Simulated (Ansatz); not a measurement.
Born–Oppenheimer molecular dynamics of Cl₂H₆OW (10 atoms, charge 0, multiplicity 1). It starts at the highest image of a converged band, a first-order saddle point between two minima.

Level of theory: RKS CAM-B3LYP-D4/def2-SVP in Ansatz 0.2.0.

```
ensemble                      : NVE (velocity Verlet)
time step                     : 0.5 fs
steps asked                   : 200
starting velocities drawn for : 100 K
seed                          : 2193
```

First frame:

```xyz
10
Properties=species:S:1:pos:R:3
W -0.312 -0.056 -0.088
H -0.355 0.328 1.676
H 1.032 -0.755 0.618
H 0.854 1.013 0.461
Cl -2.254 -1.141 0.600
H 0.141 -1.614 -0.550
O 0.150 0.630 -1.733
H 0.504 1.448 -2.106
Cl -1.678 2.168 0.476
H -0.916 1.136 1.423
```

Task: How far do the bonds stretch over the last three quarters of this one trajectory? (Pairs bonded in most of those frames.)

Result: 
```
   bond  mean (Å)  spread (Å)  shortest  longest
  W1–H2     1.693       0.027      1.64     1.75
  W1–H3     1.670       0.009      1.65     1.69
  W1–H4     1.680       0.041      1.61     1.74
 W1–Cl5     2.320       0.025      2.30     2.37
  W1–H6     1.680       0.006      1.67     1.69
  W1–O7     1.875       0.015      1.85     1.90
 W1–Cl9     3.018       0.226      2.70     3.45
  O7–H8     0.966       0.004      0.96     0.97
Cl9–H10     1.298       0.021      1.26     1.35
```

Pairs bonded in part of these frames only: W1–Cl9 84 %, W1–H10 6 %.

Mean temperature of the second half: 368 K. The conserved energy stayed within 0.04 meV per atom of its start (net change 0.036 meV per atom), so the integration is sound. The kinetic energy rose, since the run started high on the potential surface and went downhill. It ends in pieces (ClH + ClH5OW), so much of that is their flight and rotation, not heat. A run of 0.1 ps of so small a system gives no equilibrium averages. The orbitals stay closed-shell, which can raise the energy where a bond breaks towards radicals; this wasn't checked here.

Time of the run: 7.9 min on 4 threads of Arm Neoverse V2, on a shared host, peak memory 0.32 GiB.
